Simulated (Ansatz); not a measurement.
The first iterations of a band of AlFH2O + H3P (9 atoms, charge 0, multiplicity 1).

All numbers below come from RKS BHLYP-D4/6-31G* in Ansatz 0.2.0.

| Item | Value |
| --- | --- |
| movable images | 7 |
| climbing image | yes |
| spring | 5.0 eV/Å² |
| optimiser | quadratic models (default) |
| start path | through a guess of the saddle point |
| force threshold | 0.05 eV/Å |
| iteration limit | 55 |
| end points | relaxed |

Initial state:

```xyz
9
Properties=species:S:1:pos:R:3
Al 0.190 -0.125 0.241
O -0.332 -0.787 1.703
H -1.244 -0.867 1.967
H 1.704 -0.117 -0.122
F -0.925 0.405 -0.846
P 0.250 3.166 1.408
H 1.536 2.728 1.030
H -0.383 2.695 0.239
H -0.040 2.015 2.172
```

Final state:

```xyz
9
Properties=species:S:1:pos:R:3
Al 0.363 0.551 0.291
O -0.355 -0.261 1.980
H -1.186 -0.681 1.731
H 1.680 -0.252 -0.029
F -1.020 0.084 -0.519
P 0.394 2.772 1.064
H 1.697 3.117 0.654
H -0.266 3.374 -0.026
H -0.551 0.407 2.646
```

| iteration | highest image above the first end (eV) | largest band force component (eV/Å) |
| --- | --- | --- |
| 1 | 9.865 | 26.602 |
| 2 | 3.820 | 10.079 |
| 3 | 2.084 | 5.237 |
| 4 | 1.292 | 1.823 |
| 5 | 0.878 | 1.482 |
| 6 | 1.205 | 1.114 |

Task: Does the band converge within its limit, and where does its top end?

Result: The run converged. It ended after 19 iterations with the highest image 1.186 eV above the first end. A vibrational analysis at the climbing image gives one clearly imaginary mode, 1453i cm⁻¹: a first-order saddle point. The orbitals stay closed-shell, which can raise the energy where a bond breaks towards radicals; this wasn't checked here.

Run time: 6.5 min on 1 thread of Arm Neoverse V2, with other jobs on the host, peak memory 0.15 GiB.
